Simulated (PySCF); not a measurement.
# Highest orbital energy against ionisation energy along the 5p block

Calculated with PySCF 2.14, no spin-orbit coupling. Each cell gives −ε(HOMO) / ΔSCF in eV; NIST values include spin-orbit coupling, (s) semi-empirical, (t) theoretical.

```json
{"species": "In⁺ (aug-cc-pwCVTZ-DK3, spin-free X2C)", "UHF": "17.291 / 17.014", "LDA": "15.295 / 19.406", "PBE": "14.918 / 18.975", "PBE0": "15.729 / 18.662", "r2SCAN": "15.108 / 18.696", "NIST (lowest levels)": "18.870"}
{"species": "Sn⁺ (aug-cc-pwCVTZ-DK3, spin-free X2C)", "UHF": "14.048 / 13.752", "LDA": "10.704 / 14.415", "PBE": "10.638 / 14.228", "PBE0": "11.642 / 14.266", "r2SCAN": "10.963 / 14.380", "NIST (lowest levels)": "14.633"}
{"species": "Sb⁺ (aug-cc-pwCVTZ-DK3, spin-free X2C)", "UHF": "16.404 / 16.000", "LDA": "12.642 / 16.667", "PBE": "12.571 / 16.471", "PBE0": "13.699 / 16.534", "r2SCAN": "12.943 / 16.648", "NIST (lowest levels)": "16.626 ± 0.025"}
{"species": "Te⁺ (aug-cc-pwCVTZ-DK3, spin-free X2C)", "UHF": "18.829 / 18.336", "LDA": "14.599 / 18.932", "PBE": "14.535 / 18.745", "PBE0": "15.798 / 18.847", "r2SCAN": "14.984 / 18.988", "NIST (lowest levels)": "18.6 ± 0.4"}
{"species": "I⁺ (aug-cc-pwCVTZ-DK3, spin-free X2C)", "UHF": "18.400 / 17.675", "LDA": "14.726 / 19.052", "PBE": "14.566 / 18.738", "PBE0": "15.774 / 18.753", "r2SCAN": "14.853 / 18.753", "NIST (lowest levels)": "19.131"}
{"species": "Xe⁺ (aug-cc-pwCVTZ-DK3, spin-free X2C)", "UHF": "20.885 / 20.066", "LDA": "16.768 / 21.388", "PBE": "16.602 / 21.065", "PBE0": "17.936 / 21.111", "r2SCAN": "16.937 / 21.106", "NIST (lowest levels)": "20.975 (s)"}
```

Question: How far is −ε(HOMO) from ΔSCF on average for each method, and why?

Answer: UHF 0.50 eV; LDA -4.19 eV; PBE -4.07 eV; PBE0 -2.93 eV; r2SCAN -3.80 eV. Hartree-Fock orbital energies lack relaxation and so exceed the ΔSCF value; semilocal functionals have convex E(N) from self-interaction, so their HOMO lies far too high; exact exchange moves hybrids part of the way back.
